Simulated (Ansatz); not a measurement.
Saddle point of GeNH5, closed shell (GeNH₅ ([NH2][GeH3]) → GeNH₃ ([NH][GeH2]) + H₂; bonds formed: H2–H4; bonds broken: Ge1–H2, N3–H4), PBE0-D4/def2-TZVP structure:

| atom | x (Å) | y (Å) | z (Å) |
| --- | --- | --- | --- |
| Ge1 | -0.6078 | -0.1593 | 0.0997 |
| H2 | 0.6963 | 0.8013 | 1.1160 |
| N3 | 0.5055 | 0.0799 | -1.2514 |
| H4 | 0.9609 | 0.6133 | 0.2075 |
| H5 | -1.7520 | 0.8438 | 0.3235 |
| H6 | -0.7565 | -1.3866 | 1.0310 |
| H7 | 0.9538 | -0.7924 | -1.5262 |

Energies are electronic, without zero-point energy. Barriers and step energies count from the start structure reached by relaxing down the imaginary mode; all methods use the PBE0-D4 structures, on which another method's saddle can fall below an end. Computed with Ansatz 0.2.0 (basis: def2-TZVPP, with def2-QZVPP for the basis limit); correlated methods freeze the cores. Filled d shells of the heavier atoms are correlated. The def2 sets are not built for correlating such inner shells, so the correlated values are less sure here. B3LYP uses VWN-RPA correlation. Extrapolation: Hartree–Fock as exp(−7.88 √X), correlation as X^−2.97.

```csv
method,barrier (kJ/mol),step energy (kJ/mol)
SPW92,342.0,249.4
PBE-D4,?,217.9
BLYP-D4,348.1,200.9
r2SCAN-D4,364.1,234.9
B97M-V,370.1,239.0
PBE0-D4,372.3,247.8
B3LYP-D4,372.4,228.6
r2SCAN0-D4,384.0,256.4
BHLYP-D4,404.4,261.1
CAM-B3LYP-D4,388.7,248.8
wB97X-V,390.7,253.4
wB97M-V,?,245.8
B2PLYP,377.4,226.8
PBE-QIDH,388.1,254.6
RPA on PBE,375.6,219.3
HF,445.5,282.6
MP2,?,227.8
CCSD,397.7,245.3
CCSD(T),384.8,231.9
```

Question: Fill in the withheld barriers. (An estimate is asked for; the value comes from the calculation.)

Answer: The calculation gives: PBE-D4 343.5; wB97M-V 384.5; MP2 378.8 kJ/mol. Each is the energy of the saddle less that of the start structure, by the same method.

For comparison, the barrier by CCSD(T) at an estimated basis limit (MP2 extrapolated from triple and quadruple zeta, plus CCSD(T) − MP2 in triple zeta) is 378.4 kJ/mol.

The T1 diagnostic stays at or below 0.018. The restricted Hartree–Fock reference is unstable towards an unrestricted one at one or more of these structures.

Labels in which every atom is bracketed show which atoms are joined, not bond orders.

For scale, one of the runs: CCSD(T)/def2-TZVPP, 149 basis functions, launched by `ansatz run in.yaml --threads 2 --pin off --events-out ev --progress --plain --max-ram 4352MiB`. Time: 24 s of wall clock on 2 CPU threads of an Arm Neoverse V1; the host was shared. Peak host memory: 0.95 GiB.
